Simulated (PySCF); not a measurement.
**TlB⁻: energy against distance**

Set-up: PySCF, scalar-relativistic core potentials, basis sets Tl def2-SVPD with ECP60, B def2-SVPD. Energies in eV from Tl⁻ + B in their ground configurations at the same level. State: ⁴Σ⁻ (quartet), unpaired electrons σ ↑, π ↑↑.

```tsv
R (Å)	LDA
1.975	-3.282
2.066	-3.566
2.158	-3.712
2.227	-3.756
2.296	-3.758
2.365	-3.727
2.457	-3.651
2.571	-3.517
2.709	-3.325
2.893	-3.051
```

Q: Put a parabola through the three lowest points of the LDA curve and estimate Re, k and ωe (reduced mass 10.45 u; 1 eV/Å² = 0.16022 mdyn/Å; ωe = 1302.8·√(k/μ) cm⁻¹).

A: Through R = 2.227, 2.296, 2.365 Å the second-order coefficient is 3.47 eV/Å², so Re ≈ 2.266 Å, k ≈ 1.11 mdyn/Å and ωe ≈ 425 cm⁻¹. A polynomial fit of higher order to the unrounded LDA energies gives Re = 2.264 Å, k = 1.22 mdyn/Å, ωe = 445 cm⁻¹; anharmonicity and rounding make the difference.

The higher-order fit for each curve: LDA: Re = 2.264 Å, ωe = 445 cm⁻¹, De = 3.76 eV.

These are scalar-relativistic numbers at best; spin–orbit coupling would shift them, the dissociation energy most. For an ion De counts to the pair picked by the measured ionisation energies or electron affinities, which need not be the lowest pair at this level. The highest Kohn–Sham level is positive in this anion. Much of that is self-interaction error, but it also means that the finite basis helps to hold the extra electron. The state is the lowest determinant that a PBE0 search found; another state may lie lower at other levels.
